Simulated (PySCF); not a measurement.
C₆H₁₃BO₂, charge +1, doublet, geometry from GFN2-xTB (a state made from the parent by changing its charge; the spin is typed, not shown lowest). Base run: DF-PBE/6-31G* run with PySCF.

The PySCF input:
```python
from pyscf import gto, scf, dft

mol = gto.Mole()
mol.atom = '''
    C    -1.729693   -0.040810    0.915683
    C    -0.776269   -0.149067   -0.299526
    C    -1.170417   -1.304417   -1.180947
    O    -0.748283    1.050226   -0.976688
    B     0.215667    1.878725   -0.476858
    O     1.006555    1.199640    0.405627
    C     0.741722   -0.151883    0.375914
    C     0.927742   -0.809584    1.717522
    C     1.629176   -0.834814   -0.693432
    H    -2.716467    0.183081    0.509258
    H    -1.438098    0.775721    1.571223
    H    -1.766754   -0.976791    1.463233
    H    -2.216900   -1.191191   -1.470398
    H    -0.602594   -1.322874   -2.107743
    H    -1.073030   -2.250082   -0.654703
    H     0.343541    2.992665   -0.759599
    H     0.419992   -0.267807    2.511490
    H     1.988407   -0.799268    1.975617
    H     0.602800   -1.846202    1.694423
    H     1.483229   -0.382575   -1.671012
    H     2.661495   -0.661947   -0.387712
    H     1.436305   -1.901826   -0.732582
'''
mol.basis = '6-31g*'
mol.charge = 1
mol.spin = 1
mol.verbose = 4
mol.build()

mf = dft.UKS(mol)
mf.xc = 'pbe'
mf = mf.density_fit(auxbasis='def2-universal-jkfit')
mf.kernel()
```

The base run was repeated with changes; each row names its change, and settings that it needs were set with it.

| change | ΔE vs base (µEh) | SCF cycles | <S^2> | outcome |
|---|---|---|---|---|
| base | 0.0 | 13 | 0.752 | converged |
| DIIS = EDIIS | - | 50 | - | not converged |
| conv_tol = 1e-12 | 0.0 | 17 | 0.752 | converged |
| diis_space = 12 | 0.0 | 13 | 0.752 | converged |
| diis = off; damp = 0.6 (with mf.diis_start_cycle = 200; with mf.max_cycle = 150) | 0.0 | 21 | 0.752 | converged |
| conv_tol = 1e-7 | 0.4 | 10 | 0.752 | converged |
| damp = 0.5; diis_start_cycle = 5 | 0.0 | 16 | 0.752 | converged |
| diis_space = 20 | 0.0 | 13 | 0.752 | converged |
| DIIS = ADIIS | 0.0 | 23 | 0.752 | converged |
| init_guess = atom | 0.0 | 13 | 0.752 | converged |
| conv_tol = 1e-4 | 7.1 | 7 | 0.752 | converged |
| solver = newton; init_guess = 1e | - | - | - | cut at the time limit |

Open shells are given as the SCF converged; they aren't shown to be the lowest states, and a large step between rows can be another state.
